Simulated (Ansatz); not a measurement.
`C=C(F)BCl` + H₂O → `C=C(F)BO` + HCl at 500 K and 1 bar (formal hydrolysis of a B–Cl bond).

Isolated molecules relaxed with PBE0-D4/def2-TZVP in Ansatz; ΔE leaves out vibrations. CCSD(T)/CBS is the MP2 limit (def2-TZVPP, def2-QZVPP) plus CCSD(T) − MP2 in def2-TZVPP, frozen cores. This one scheme is used for every species. One conformer a species, not always the lowest.

```tsv
species	CCSD(T)/CBS energy (Eh)	H − E (kJ/mol)	S (J/(mol·K))
`C=C(F)BCl`	-662.28140	165.1	366.5
H₂O	-76.37941	73.2	206.3
`C=C(F)BO`	-278.29807	203.1	358.9
HCl	-460.38127	32.5	201.9
```

H − E and S are ideal-gas, rigid-rotor, harmonic terms from PBE0-D4/def2-TZVP, for one conformer and one mirror image of each species. 1 Eh = 2625.50 kJ/mol, R = 8.31446 J/(mol·K).

Problem. By hand: ΔE, ΔH, ΔS and ΔG.

Solution. ΔE = (-278.29807) + (-460.38127) − (-662.28140) − (-76.37941) = -0.01853 Eh = -48.7 kJ/mol. Δ(H − E) = 203.1 + 32.5 − 165.1 − 73.2 = -2.7, so ΔH = -51.4 kJ/mol. ΔS = 358.9 + 201.9 − 366.5 − 206.3 = -12.0 J/(mol·K). ΔG = -51.4 − 500 × (-12.0)/1000 = -45.4 kJ/mol.

Problem. By hand: the equilibrium constant, and the temperature at which ΔG would vanish if ΔH and ΔS stayed fixed.

Solution. log₁₀ K = −ΔG/(RT ln 10) = 4.7. ΔG = 0 at ΔH/ΔS = 4283 K, far beyond where these terms or the molecules hold.

The number of gas molecules stays the same, so ΔS is small and ΔH decides. A doubt of 5 kJ/mol in ΔE shifts log₁₀ K by 0.5 here. Other conformers and mirror images would add mixing entropy, several J/(mol·K) or more a flexible species. These are equilibria of isolated gas molecules and say nothing of rates. Largest T1 diagnostic: 0.014 (customary marks: 0.02 for closed shells, 0.045 for open ones).
